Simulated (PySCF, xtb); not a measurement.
Si(H)2(Cl)(Et) (C2H7ClSi), SMILES C(C)[SiH2]Cl.

GFN2-xTB (xtb) at its own geometry gives an orbital gap of 5.79 eV and a dipole moment of 1.90 D.

Coordinates come from a B3LYP-D3(BJ)/def2-SVP optimisation. One conformer was computed; it need not be the lowest.

Q: What does CAM-B3LYP/def2-TZVP in PySCF give? (Estimate from the structure and the level; the computed values follow.)

A: gap 11.17 eV (levels -9.83 and 1.34 eV), dipole 1.97 D.
